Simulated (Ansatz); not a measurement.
Input file for C3H7FOSi, SMILES `C=C[Si](C)(O)F`:

```yaml
crystal:
  periodic: [false, false, false]
  atoms:
    - {symbol: C, position_ang: [0.982288, -1.742112, 0.884815]}
    - {symbol: C, position_ang: [-0.191991, -1.161828, 0.648718]}
    - {symbol: Si, position_ang: [-0.358232, 0.626524, 0.190784]}
    - {symbol: C, position_ang: [-0.699582, 0.932593, -1.596580]}
    - {symbol: O, position_ang: [0.999521, 1.457182, 0.576066]}
    - {symbol: F, position_ang: [-1.592538, 1.190531, 1.047132]}
    - {symbol: H, position_ang: [1.071081, -2.794200, 1.141292]}
    - {symbol: H, position_ang: [1.913822, -1.185095, 0.827335]}
    - {symbol: H, position_ang: [-1.089112, -1.776325, 0.716041]}
    - {symbol: H, position_ang: [-0.836533, 2.000180, -1.783353]}
    - {symbol: H, position_ang: [-1.604924, 0.409840, -1.913628]}
    - {symbol: H, position_ang: [0.131238, 0.579174, -2.211046]}
    - {symbol: H, position_ang: [1.295359, 1.429034, 1.487223]}
basis:
  gaussian: {orbitals: def2-TZVPP}
correlation: {method: ccsd_t}
```

```sh
$ ansatz run in.yaml --threads 2 --pin off --events-out ev --progress --plain --max-ram 22528MiB --backend cuda --devices 0, --max-vram 18GiB
```

Output of Ansatz, abridged:

```
Functional definition: HF
1756 factors; integrals over basis functions are off by at most 1.2e-3 eV
mean field evaluation 1: about -15809.3946 eV, gradient 5.0e1 eV
mean field evaluation 2: about -15809.6735 eV, gradient 5.0e1 eV
mean field evaluation 4: about -15814.7137 eV, gradient 4.5e0 eV
mean field evaluation 8: about -15814.7888 eV, gradient 2.5e-1 eV
mean field -15814.78905579 eV, -581.1827781511 hartree, gradient 3.9e-6 eV, S^2 0.000000; 0 other end points of the search recorded, 0 dependent functions left out
10 core orbitals not correlated: weight in the atoms' cores, before any rotation towards them, 1.000 or more for the frozen orbitals, at most 0.000 for the correlated occupied ones
reference -15814.78905579 eV, -581.1827781511 hartree; 18, 18 occupied and 267, 267 virtual orbitals, 1756 factors
second order -30.05860049 eV of doubles, -0.00000000 eV of singles
cycle   1  -30.35428619 eV  change   -3.0e-1 eV  update   1.1e-1
cycle   2  -31.00790248 eV  change   -6.5e-1 eV  update   3.2e-2
cycle   3  -31.15909207 eV  change   -1.5e-1 eV  update   1.6e-2
cycle   4  -31.14695147 eV  change    1.2e-2 eV  update   3.9e-3
cycle   5  -31.14591830 eV  change    1.0e-3 eV  update   1.6e-3
cycle   6  -31.14695955 eV  change   -1.0e-3 eV  update   4.7e-4
cycle   7  -31.14687545 eV  change    8.4e-5 eV  update   1.8e-4
cycle   8  -31.14679856 eV  change    7.7e-5 eV  update   5.1e-5
cycle   9  -31.14681659 eV  change   -1.8e-5 eV  update   2.2e-5
perturbative correction -1.17269276 eV, -0.0430956642 hartree
Total energy: -15847.10856514 eV, -582.3704982128 hartree
```

Hardware: 2 threads of an AMD EPYC 7R13 on a shared host and a share of an NVIDIA H100 80 GB. Wall time 4.2 s, peak host memory 0.82 GiB.

MP2 recovers 93.0 % of the CCSD(T) correlation energy and the triples give 3.6 %; T1 = 0.0113.
